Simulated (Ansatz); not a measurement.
A nudged elastic band was laid between two geometries of CH$_{6}$SSn (9 atoms, charge 0, multiplicity 1).

All numbers below come from Ansatz, RKS PBE/def2-SVP.

| Quantity | Value |
| --- | --- |
| movable images | 7 |
| climbing image | yes |
| spring | 5.0 eV/Å² |
| optimiser | quadratic models (default) |
| start path | through a guess of the saddle point |
| force threshold | 0.05 eV/Å |
| iteration limit | 32 |
| end points | relaxed |

First end point:

```xyz
9
Properties=species:S:1:pos:R:3
C -0.989 0.807 -0.586
Sn 0.567 -0.672 -0.258
S 1.847 -0.132 1.769
H -0.529 1.809 -0.674
H -1.697 0.801 0.264
H -1.536 0.567 -1.519
H 1.759 -0.638 -1.509
H -0.112 -2.260 -0.099
H 0.779 -0.329 2.593
```

Last end point:

```xyz
9
Properties=species:S:1:pos:R:3
C -0.996 0.811 -0.593
Sn 0.559 -0.672 -0.258
S 1.851 -0.103 1.754
H -1.992 0.329 -0.564
H -0.844 1.291 -1.579
H -0.931 1.578 0.201
H 1.749 -0.665 -1.512
H -0.114 -2.257 -0.059
H 0.807 -0.358 2.593
```

**Question.** Which bonds break or form, and what moves?

**Answer.** No bond is made or broken. The dihedral H5–C1–Sn2–S3 goes from -62 to 120°.

**Question.** What energy profile does the band end with?

**Answer.** It converged. The highest image is number 3 of 0 to 8, 0.4 kcal/mol above the first end and 0.0 kcal/mol above the last; the last end lies 0.4 kcal/mol above the first. A structure lower than the last end lies on the path between it and the top, so the climb from that side starts below the end, which may itself be a saddle point or a shallow side well. The top lies less than 8 meV above the higher end, about what the thresholds resolve: that end is a shoulder or a very shallow well. A vibrational analysis at the climbing image gives one clearly imaginary mode, 67i cm⁻¹: a first-order saddle point.

```json
{"image": "0", "path coordinate (Å)": "0.00", "energy (kcal/mol)": "0.0", "dihedral H5–C1–Sn2–S3 (°)": "-62"}
{"image": "1", "path coordinate (Å)": "0.61", "energy (kcal/mol)": "0.1", "dihedral H5–C1–Sn2–S3 (°)": "-40"}
{"image": "2", "path coordinate (Å)": "1.22", "energy (kcal/mol)": "0.3", "dihedral H5–C1–Sn2–S3 (°)": "-19"}
{"image": "3", "path coordinate (Å)": "1.83", "energy (kcal/mol)": "0.4", "dihedral H5–C1–Sn2–S3 (°)": "2"}
{"image": "4", "path coordinate (Å)": "2.51", "energy (kcal/mol)": "0.2", "dihedral H5–C1–Sn2–S3 (°)": "26"}
{"image": "5", "path coordinate (Å)": "3.20", "energy (kcal/mol)": "0.0", "dihedral H5–C1–Sn2–S3 (°)": "50"}
{"image": "6", "path coordinate (Å)": "3.88", "energy (kcal/mol)": "0.1", "dihedral H5–C1–Sn2–S3 (°)": "74"}
{"image": "7", "path coordinate (Å)": "4.57", "energy (kcal/mol)": "0.3", "dihedral H5–C1–Sn2–S3 (°)": "97"}
{"image": "8", "path coordinate (Å)": "5.25", "energy (kcal/mol)": "0.4", "dihedral H5–C1–Sn2–S3 (°)": "120"}
```

**Question.** What is the geometry of the highest image?

**Answer.** 
```xyz
9
Properties=species:S:1:pos:R:3
C -0.979 0.814 -0.581
Sn 0.618 -0.632 -0.282
S 1.702 -0.249 1.891
H -0.786 1.392 -1.505
H -0.999 1.504 0.284
H -1.952 0.294 -0.665
H 1.910 -0.423 -1.411
H 0.016 -2.258 -0.341
H 0.558 -0.489 2.593
```

Time of the run: 8.3 min on 1 thread of Intel(R) Xeon(R) Processor @ 2.50GHz (Skylake/Cascade Lake), on a shared host, peak memory 0.13 GiB.
